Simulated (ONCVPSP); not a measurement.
aluminium: ONCV pseudisation with PBE, scalar-relativistic reference atom.

The input file (ONCVPSP 4.0.1):

```
# ATOM AND REFERENCE CONFIGURATION
# atsym  z   nc   nv     iexc    psfile
  Al 13.00    3    2        4      upf
#
#   n    l    f
    1    0    2.00
    2    0    2.00
    2    1    6.00
    3    0    2.00
    3    1    1.00
#
# PSEUDOPOTENTIAL AND OPTIMIZATION
# lmax
    2
#
#   l,   rc,      ep,       ncon, nbas, qcut
    0    1.55    0.00    4    7    4.20
    1    2.50    0.00    4    8    2.70
    2    2.55    0.36    4    8    3.60
#
# LOCAL POTENTIAL
# lloc, lpopt,  rc(5),   dvloc0
    4    5    1.30    0.00
#
# VANDERBILT-KLEINMAN-BYLANDER PROJECTORs
# l, nproj, debl
    0    2    1.40
    1    1    1.70
    2    2    0.40
#
# MODEL CORE CHARGE
# icmod, fcfact, rcfact
    1    0.30    0.00
#
# LOG DERIVATIVE ANALYSIS
# epsh1, epsh2, depsh
   -2.00    5.00    0.02
#
# OUTPUT GRID
# rlmax, drl
    6.00    0.01
#
# TEST CONFIGURATIONS
# ncnf
    4
# nvcnf
#   n    l    f
    2
    3    0    2.00
    3    1    0.00
#
    2
    3    0    1.00
    3    1    0.00
#
    2
    3    0    2.00
    3    1    0.50
#
    2
    3    0    1.00
    3    1    2.00
#
```

Command:

```bash
oncvpsp.x < Al.dat > Al.out
```

Resulting log (shortened: citation, most of the input echo, consistency checks and plot data are left out):

```
ONCVPSP  (Optimized Norm-Conservinng Vanderbilt PSeudopotential)
scalar-relativistic version 4.0.1

#   n    l    f        energy (Ha)
    1    0    2.00    -5.5533531E+01
    2    0    2.00    -3.9749958E+00
    2    1    6.00    -2.5593353E+00
    3    0    2.00    -2.8491419E-01
    3    1    1.00    -9.9667823E-02

Reference configufation results
  iterations    25
  all-electron total energy (Ha)   -2.42684666D+02

Begin loop to  construct optimized pseudo wave functions
and semi-local pseudopoentials for all angular momenta

   Wellstate for l =  0  n =  4
     eigenvalue =   1.1151
     asymptotic potential =   1.6151
     half-point radius =  3.2379

Calculating optimized projector #   1

 for l=   0

    Fraction of norm inside rc  0.138929
    Optimizing pswf for qcut=   4.21 a_B^-1,  ecut=   8.85 Ha

optimize: ERROR ps0norm > uunorm, code will stop
```

The run stopped because the continuity conditions at rc already need more norm inside rc than the all-electron wave has, so norm conservation cannot be met.

The run took about 0.29 s on one core of a shared server CPU.
